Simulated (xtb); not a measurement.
BrZn, doublet, geometry from GFN2-xTB (such geometries of metal compounds can be far from the true shape) (the spin is typed, not shown lowest). Base run: GFN0-xTB in xtb.

Here is a job for xtb.
```
$ xtb mol.xyz --gfn 0 --uhf 1 --json

# file mol.xyz
2

Zn    -0.00000000    -0.00000000    -1.31529867
Br     0.00000000     0.00000000     1.12739886
```

Each row names what was changed in the base input (with any setting that the change needs).

```csv
change,ΔE vs base (mEh)
base,0.000
file = coord,0.000
etemp = 1000,0.000
acc = 1000,0.000
acc = 0.0001,0.000
acc = 30,0.000
etemp = 10000,-27.933
etemp = 5000,-4.145
```
